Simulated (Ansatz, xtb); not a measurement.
C4H5BF3N: which of two isomers lies lower

Structure X is `N#C[C@H](CF)CB(F)F`, a singlet and structure Y is `C/N=C/C(=C/F)B(F)F`, a singlet. Both are isolated molecules in the gas phase, relaxed with B3LYP-D3(BJ)/def2-SVP; each stands in its lowest conformer found.

X (Å):

```yaml
atoms:
  - { symbol: C, position_ang: [0.9908, 1.7111, 0.5999] }
  - { symbol: C, position_ang: [0.4266, 0.3773, 0.3668] }
  - { symbol: C, position_ang: [-0.6659, 0.4624, -0.7076] }
  - { symbol: C, position_ang: [-0.0952, -0.2456, 1.6756] }
  - { symbol: B, position_ang: [1.0023, -0.5452, 2.7540] }
  - { symbol: F, position_ang: [-1.1490, -0.8055, -0.9471] }
  - { symbol: F, position_ang: [2.2847, -0.6105, 2.4364] }
  - { symbol: F, position_ang: [0.6821, -0.7830, 4.0133] }
  - { symbol: N, position_ang: [1.4048, 2.7741, 0.8003] }
  - { symbol: H, position_ang: [1.2378, -0.2541, -0.0343] }
  - { symbol: H, position_ang: [-0.2603, 0.8745, -1.6458] }
  - { symbol: H, position_ang: [-1.4962, 1.1025, -0.3638] }
  - { symbol: H, position_ang: [-0.5791, -1.2067, 1.4233] }
  - { symbol: H, position_ang: [-0.8909, 0.3805, 2.1132] }
```

Y (Å):

```xyz
14

C    -1.6461   -0.1302   -0.6897
C     0.6931   -0.0740   -0.4749
C     2.0095   -0.6522   -0.7326
C     3.1274   -0.0720   -0.2834
B     1.9635   -1.9860   -1.5675
F     4.3333   -0.5968   -0.5157
F     2.0321   -1.9731   -2.8855
F     1.8944   -3.1638   -0.9759
N    -0.3359   -0.6756   -0.9278
H    -2.2630   -0.8738   -0.1569
H    -1.6415    0.8120   -0.1049
H    -2.1486    0.0549   -1.6543
H     0.6255    0.8693    0.1067
H     3.1798    0.8543    0.2987
```

Task: Estimate which is lower in electronic energy at CCSD(T)/def2-SVP + ΔMP2/def2-TZVPP, and by roughly how much.

Result: The CCSD(T)/def2-SVP + ΔMP2/def2-TZVPP calculation puts structure X lower, by 87.1 kJ/mol.

The same difference at several levels:

```csv
level,geometry,E(Y) − E(X) (kJ/mol),departure from the last row (kJ/mol),"job, with rough time for the two"
B3LYP-D3(BJ)/def2-SVP,B3LYP-D3(BJ)/def2-SVP,+54.7,−32.4,"optimisation, 2.5 min"
HF/def2-SVP,B3LYP-D3(BJ)/def2-SVP,+92.8,+5.6,part of the CCSD(T) run
MP2/def2-SVP,B3LYP-D3(BJ)/def2-SVP,+99.8,+12.7,part of the CCSD(T) run
CCSD(T)/def2-SVP,B3LYP-D3(BJ)/def2-SVP,+85.3,−1.8,single point
CCSD(T)/def2-SVP + ΔMP2/def2-TZVPP,B3LYP-D3(BJ)/def2-SVP,+87.1,,"single point, 2.4 min"
```

As drawn, Y has 1 C–N, 1 C=N, 1 C=C in place of 1 C≡N, 2 C–C.

None of the levels shown reverses the order. The largest departure from CCSD(T)/def2-SVP + ΔMP2/def2-TZVPP is that of B3LYP-D3(BJ)/def2-SVP, 32.4 kJ/mol. A small imaginary or near-zero mode remains, so no thermal terms are given. Levels run at GFN2-xTB geometries aren't shown. The last row adds to CCSD(T) the change of the MP2 difference between the two basis sets, here +1.8 kJ/mol.

The correlated steps freeze 9 core orbitals. Programs: Ansatz 0.2.0, xtb 6.7.1; the last row on 4 threads of Arm Neoverse V1 on a shared host.
